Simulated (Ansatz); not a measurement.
# Which level was it?

C2H4ClSi: 8 atoms, total charge 0, spin state doublet. SMILES: `C=C[SiH]Cl`. The coordinates come from a PBE0-D4/def2-TZVP relaxation.

```xyz
8

C     0.6470    1.0270   -0.6597
C     0.6285   -0.0667    0.1054
Si   -0.9036   -0.6426    0.9471
Cl   -1.0316   -2.6979    0.9413
H    -0.2569    1.5882   -0.8806
H     1.5639    1.4049   -1.1025
H     1.5613   -0.5910    0.3016
H    -2.1163   -0.0791    0.2915
```

A calculation with Ansatz 0.2.0 gave:

The total energy is -827.5443 Eh and the HOMO energy is -4.80 eV. The LUMO energy is -3.37 eV. The ⟨S²⟩ is 0.753.

Problem. Which of these levels gave the numbers?
A. CAM-B3LYP/def2-SVP
B. B3LYP/def2-SVP
C. wB97X/def2-SVP
D. PBE/def2-SVP

Solution. D. The others give -828.0274 Eh (B3LYP/def2-SVP), -827.9578 Eh (CAM-B3LYP/def2-SVP), -827.9619 Eh (wB97X/def2-SVP).
